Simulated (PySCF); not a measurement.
OS (SMILES O=S), triplet, at a GFN2-xTB geometry; PBE0/def2-SVP in PySCF.

Input for PySCF:
```python
from pyscf import gto, scf, dft

mol = gto.M(
    atom='''
O    -0.00000000   -0.00000000   -0.97800273
S     0.00000000    0.00000000    0.48900137
''',
    basis='def2-svp',
    spin=2,
    verbose=3,
)

mf = dft.UKS(mol)
mf.xc = 'pbe0'
mf.grids.level = 2
mf.kernel()
mf.analyze()
```

**Question.** Predict the main parts of the log of this PySCF run.

**Answer.** 
```
converged SCF energy = -472.949374980733  <S^2> = 2.0068284  2S+1 = 3.0045488
**** MO energy ****
                             alpha | beta                alpha | beta
MO #1   energy= -89.0875645874601  | -89.0805774637528  occ= 1 | 1
MO #2   energy= -19.2782410789161  | -19.2535442996116  occ= 1 | 1
MO #3   energy= -8.08753798551627  | -8.08058350677035  occ= 1 | 1
MO #4   energy= -6.02717225349647  | -6.02344719891455  occ= 1 | 1
MO #5   energy= -6.02717225349645  | -6.01278211959372  occ= 1 | 1
MO #6   energy= -6.02682220582258  | -6.01278211959371  occ= 1 | 1
MO #7   energy= -1.12060212212307  | -1.07538187834891  occ= 1 | 1
MO #8   energy= -0.694449528355847 | -0.623436809921114 occ= 1 | 1
MO #9   energy= -0.479594344728484 | -0.433140311351978 occ= 1 | 1
MO #10  energy= -0.479594344728479 | -0.400961369066242 occ= 1 | 1
MO #11  energy= -0.468288939807749 | -0.400961369066239 occ= 1 | 1
MO #12  energy= -0.269275448933151 | -0.105871789660894 occ= 1 | 0
MO #13  energy= -0.269275448933149 | -0.105871789660893 occ= 1 | 0
MO #14  energy= 0.0454413958434938 | 0.0736497994844938 occ= 0 | 0
MO #15  energy= 0.316240740994167  | 0.343229522089881  occ= 0 | 0
MO #16  energy= 0.590271985134548  | 0.645921588522743  occ= 0 | 0
MO #17  energy= 0.590272397843703  | 0.645921588522746  occ= 0 | 0
MO #18  energy= 0.60818368446382   | 0.664518408406021  occ= 0 | 0
MO #19  energy= 0.608183684463823  | 0.664518762284459  occ= 0 | 0
MO #20  energy= 0.672630699094967  | 0.68605504295897   occ= 0 | 0
MO #21  energy= 0.685333752886838  | 0.737963115981356  occ= 0 | 0

To work with the spin densities directly, `use mulliken_meta_spin()` only printing them here.

 ** Mulliken spin pop alpha/beta on meta-lowdin orthogonal AOs **
 ** Mulliken Spin Density (per atom)  **
spin density of  0 O =      0.80992
spin density of  1 S =      1.19008
 ** Mulliken pop alpha/beta on meta-lowdin orthogonal AOs **
 ** Mulliken atomic charges   ( Nelec_alpha | Nelec_beta ) **
charge of  0O =     -0.46087  (     4.63540      3.82548 )
charge of  1S =      0.46087  (     8.36460      7.17452 )
Dipole moment(X, Y, Z, Debye):  0.00000, -0.00000,  1.62189
```
